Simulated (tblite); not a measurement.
Species: C4H8F2Si.
SMILES with atom numbers: `[F:1][CH:2]([F:3])[C@@H:4]1[CH2:5][CH2:6][SiH2:7]1` (hydrogens: H8 on C2; H9 on C4; H10, H11 on C5; H12, H13 on C6; H14, H15 on Si7)

Geometry (GFN2-xTB, Å), atoms numbered from 1 in this order:
```xyz
15
C4H8F2Si angstrom
F      2.6141    0.7714   -0.2556
C      1.7900   -0.3030   -0.1057
F      2.5207   -1.2271    0.5788
C      0.5322    0.0764    0.6236
C     -0.5977   -0.9703    0.5317
C     -1.7580   -0.0709    0.0524
Si    -0.5744    1.4109   -0.2086
H      1.6094   -0.7157   -1.1101
H      0.8058    0.2949    1.6567
H     -0.3577   -1.7392   -0.2024
H     -0.7967   -1.4662    1.4800
H     -2.5055    0.0801    0.8282
H     -2.2781   -0.4619   -0.8186
H     -0.2162    1.7083   -1.5936
H     -0.7924    2.6203    0.5789
```

Calculated harmonic vibrations of the isolated species, GFN2-xTB (tblite), most abundant isotopes, no scaling. Errors from tens to a few hundred cm⁻¹ against measured bands are possible. Modes of hydrogen on silicon can be 10 to 20 % off. One conformer, not necessarily the lowest.

Harmonic wavenumbers (cm⁻¹): 39.1, 54.2, 138.6, 275.0, 342.2, 390.0, 431.3, 486.1, 506.2, 566.6, 621.8, 695.9, 733.7, 756.8, 789.6, 870.8, 975.7, 993.7, 1013.5, 1045.8, 1088.9, 1122.0, 1165.4, 1187.7, 1208.2, 1241.0, 1274.6, 1289.0, 1331.8, 1467.4, 1494.4, 2287.5, 2298.9, 2887.1, 2978.5, 2991.3, 3008.5, 3014.2, 3021.5.

A = 3764, B = 1489, C = 1137 MHz; mass 122.036 u (most abundant isotopes); point group C1, symmetry number 1.

Q: What is the zero-point energy?

A: ½Σν̃ = 24042 cm⁻¹ = 287.61 kJ/mol.

Q: Give the ideal-gas entropy at 400 K and 1 bar in the rigid-rotor, harmonic-oscillator model (classical rotation).

A: Translation 174.88, rotation 122.13, vibration 124.73: S = 421.7 J/(mol K).

Q: And Cp and H(400 K) − H(0)?

A: Cp = 167.94 J/(mol K), of which vibrations give 134.68 (their classical limit is 39 R = 324.3); H(400 K) − H(0) = 39.18 kJ/mol without the zero-point energy, 25.88 from vibrations.

Q: Which modes carry the vibrational entropy at 400 K?

A: 39.1 cm⁻¹: 24.63; 54.2 cm⁻¹: 21.92; 138.6 cm⁻¹: 14.19; 275.0 cm⁻¹: 8.74; 342.2 cm⁻¹: 7.09; 390.0 cm⁻¹: 6.15 J/(mol K); the other 33 give 42.01 together.

Q: How do the functions run with temperature in this model?

A: 
| T (K) | S (J/(mol K)) | Cp (J/(mol K)) | H − H(0) (kJ/mol) | G − H(0) (kJ/mol) | ln q(vib) |
| --- | --- | --- | --- | --- | --- |
| 50 | 241.8 | 50.4 | 2.09 | -10.00 | 0.65 |
| 100 | 280.2 | 62.0 | 4.89 | -23.13 | 1.64 |
| 298.15 | 377.7 | 132.4 | 23.84 | -88.78 | 5.27 |
| 373.15 | 410.4 | 159.1 | 34.79 | -118.34 | 6.70 |
| 500 | 462.4 | 196.7 | 57.47 | -173.74 | 9.18 |
| 750 | 552.5 | 246.7 | 113.42 | -300.94 | 14.02 |
| 1000 | 628.0 | 277.9 | 179.27 | -448.77 | 18.59 |

q(vib) and H(0) count from the zero-point level.

Q: Blend soft modes into free rotors: weight 1/[1 + (100 cm⁻¹/ν̃)⁴] for the oscillator and the rest for a rotor with moment μB/(μ + B), μ = h/(8π²ν), B = 10⁻⁴⁴ kg m². What vibrational entropy results?

A: 111.15 J/(mol K) in place of 124.73, which changes −T·S at 400 K by +5.43 kJ/mol.

Q: What must be added to the electronic energy to get the Gibbs energy at 400 K and 1 bar?

A: ZPE + [H(400 K) − H(0)] − T·S = 287.61 + 39.18 − 168.69 = 158.10 kJ/mol.

Hindered rotation and anharmonicity are outside this model. Other conformers, if any are populated, would add a mixing term that is left out. The structure is chiral; the term R ln 2 for an equal mix with its mirror image is left out.

Time: 0.74 s wall. Hardware: Arm Neoverse N1, one thread, no GPU, shared host with 64 logical CPUs at a one-minute load of 58. The figure is for the frequency step alone.
